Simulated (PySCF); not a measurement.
In(Et)2 (C₄H₁₀In), SMILES C[CH2][In+][CH2]C, charge +1.

Geometry optimised at PBE0-D3(BJ)/def2-SVP. The multiplicity is an assumed one; other spin states were not compared. The isomer is the one that the SMILES or the coordinates give; other isomers of the formula were not compared. The def2 effective core potentials stand for the cores of In; spin–orbit coupling is left out. The values are those of a single conformer.

Computed with PBE0-D3(BJ)/def2-SVP in PySCF.

Frequencies are harmonic and unscaled.

A small imaginary wavenumber (i) marks a very flat motion, where grid noise or a shallow saddle decides the sign.

```tsv
mode	ν (cm⁻¹)	IR (km/mol)	moving atoms (share of kinetic energy)
1	8i	0.1	C 52 %, H 38 %, In 10 %
2	58	0.1	C 53 %, In 25 %, H 22 %
3	94	0.0	H 46 %, C 35 %, In 19 %
4	179	0.0	C 74 %, H 26 %
5	223	0.0	H 92 %, C 8 %
6	243	0.5	H 84 %, C 12 %
7	267	2.8	C 56 %, In 24 %, H 20 %
8	429	0.0	C 79 %, H 21 %
9	523	7.5	C 63 %, H 19 %, In 18 %
10	635	0.0	H 85 %, C 15 %
11	684	31.2	H 81 %, C 18 %
12	936	0.0	H 93 %
13	962	0.0	H 82 %, C 18 %
14	972	1.7	H 89 %, C 11 %
15	972	22.0	H 74 %, C 26 %
16	1039	0.0	C 75 %, H 25 %
17	1056	12.3	C 69 %, H 31 %
18	1192	152.8	H 71 %, C 29 %
19	1200	0.0	H 73 %, C 27 %
20	1233	0.0	H 76 %, C 24 %
21	1239	2.4	H 78 %, C 22 %
22	1398	0.0	H 85 %, C 15 %
23	1398	11.7	H 84 %, C 16 %
24	1421	7.1	H 88 %, C 12 %
25	1424	0.0	H 88 %, C 12 %
26	1468	9.9	H 96 %
27	1468	0.0	H 96 %
28	1471	0.0	H 97 %
29	1471	36.6	H 97 %
30	3063	0.0	H 97 %
31	3063	7.4	H 97 %
32	3076	2.8	H 95 %
33	3076	0.0	H 95 %
34	3141	0.0	H 90 %, C 10 %
35	3142	5.5	H 90 %, C 10 %
36	3154	10.9	H 91 %, C 9 %
37	3154	0.0	H 91 %, C 9 %
38	3170	0.0	H 90 %, C 10 %
39	3171	3.9	H 90 %, C 10 %
```
